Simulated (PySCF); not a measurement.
**Cu₃: calculation against measurement**

Isolated Cu₃, optimised in PySCF with density fitting and no spin–orbit coupling; def2 sets carry scalar-relativistic core potentials from Rb on. All levels below give a doublet of C2v symmetry: PBE0/def2-TZVP Cu–Cu 2.340 Å (×2), Cu–Cu 2.625 Å, Cu–Cu–Cu 55.9° (×2), Cu–Cu–Cu 68.2°; B3LYP/def2-TZVP Cu–Cu 2.348 Å (×2), Cu–Cu 2.696 Å, Cu–Cu–Cu 55.0° (×2), Cu–Cu–Cu 70.1°.

Measured fundamentals (Jacox, Vibrational and Electronic Energy Levels of Polyatomic Transient Molecules, as compiled in the NIST Chemistry WebBook) beside computed harmonic wavenumbers, in cm⁻¹:

```
mode as compiled  computed symmetry  measured  medium  PBE0/def2-TZVP  B3LYP/def2-TZVP
a1' sym. stretch                 a1     269.5     gas             241              236
```

How close does each level come?

Mean absolute differences: PBE0/def2-TZVP 10.7 %, B3LYP/def2-TZVP 12.3 %. The mean ratio of measured to computed values at PBE0/def2-TZVP is 1.119. Harmonic values should lie a little above fundamentals, yet here they lie below on average.

 Open d and f shells are described by one determinant, and the ground state may have another occupation or spin.
